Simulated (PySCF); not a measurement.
Bonds broken one at a time in the series Al Br-H. Gas-phase values, no solvent. Strings in code marks are SMILES.

Level of theory: PBE-D3(BJ)/def2-TZVP // r2SCAN-D4/def2-TZVP (PySCF 2.14.0). 

| species | LUMO (eV) | dipole moment (D) | HOMO–LUMO gap (eV) |
|---|---|---|---|
| whole molecule (`[Br][Al]([Br])[Br]`) | -2.39 | 0.00 | (withheld) |
| radical fragment (`[Br][Al][Br]`) | – | (withheld) | – |
| whole molecule (`[Br][AlH][Br]`) | -2.39 | (withheld) | 5.00 |
| radical fragment (`[Br][AlH]`) | – | 1.34 | – |
| whole molecule (`[AlH2][Br]`) | -2.50 | 1.07 | 4.53 |
| whole molecule (`[AlH3]`) | -2.53 | 0.00 | 4.77 |

Q: Some entries are withheld; supply them.

A: 
- whole molecule (`[Br][Al]([Br])[Br]`), HOMO–LUMO gap (eV): 4.97
- radical fragment (`[Br][Al][Br]`), dipole moment (D): 1.18
- whole molecule (`[Br][AlH][Br]`), dipole moment (D): 0.78
